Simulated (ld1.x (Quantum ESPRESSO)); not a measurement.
u(r) = r·R(r): atom against pseudo-atom (N (Z = 7))

Columns: radius, all-electron u(r) and pseudo u(r) of the 2p shell (level -37.36 eV) of nitrogen in the configuration [He] 2s2 2p1; PBEsol, scalar-relativistic, TM scheme, ld1.x (Quantum ESPRESSO) 7.5.

```tsv
r (bohr)	all-electron	pseudo
0.090	0.0766	0.0287
0.180	0.2307	0.1110
0.270	0.3977	0.2364
0.360	0.5491	0.3890
0.450	0.6737	0.5497
0.540	0.7696	0.6995
0.630	0.8380	0.8225
0.720	0.8807	0.9091
0.810	0.9010	0.9562
0.900	0.9025	0.9671
0.990	0.8889	0.9493
1.080	0.8635	0.9116
1.170	0.8294	0.8625
1.260	0.7891	0.8087
1.350	0.7446	0.7543
1.440	0.6977	0.7015
1.530	0.6499	0.6509
1.620	0.6021	0.6023
1.710	0.5553	0.5553
1.800	0.5101	0.5101
1.890	0.4669	0.4669
1.980	0.4260	0.4260
2.070	0.3876	0.3876
2.160	0.3519	0.3519
2.250	0.3187	0.3187
2.340	0.2881	0.2881
```

Problem. How many radial nodes do the two functions have?

Solution. The all-electron 2p function has n − l − 1 = 0; the pseudo-wave has 0.

Problem. At about which radius was the pseudo-wave matched?

Solution. 1.80 bohr. The columns agree to 0.0005 from 1.62 bohr on; several derivatives are matched, so the curves merge somewhat inside the radius.

Problem. Is the pseudo-wave norm-conserving?

Solution. Yes: the TM scheme keeps the norm inside the radius equal to the all-electron one, which fixes the energy derivative of the logarithmic derivative at the level.
